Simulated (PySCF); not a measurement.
HS2, SMILES [S]S (connectivity only; charge and spin as stated), charge -1, multiplicity 1.

The structure is a stationary point at PBE-D3(BJ)/def2-TZVPD. The multiplicity is an assumed one; other spin states were not compared. The isomer is the one that the SMILES or the coordinates give; other isomers of the formula were not compared.

Computed with PySCF with PBE-D3(BJ)/def2-TZVPD.

Frequencies are harmonic and unscaled.

```json
[
 {"mode": "1", "ν (cm⁻¹)": "472", "IR (km/mol)": "12.6", "moving atoms (share of kinetic energy)": "S 100 %"},
 {"mode": "2", "ν (cm⁻¹)": "800", "IR (km/mol)": "35.1", "moving atoms (share of kinetic energy)": "H 95 %"},
 {"mode": "3", "ν (cm⁻¹)": "2434", "IR (km/mol)": "136.9", "moving atoms (share of kinetic energy)": "H 97 %"}
]
```
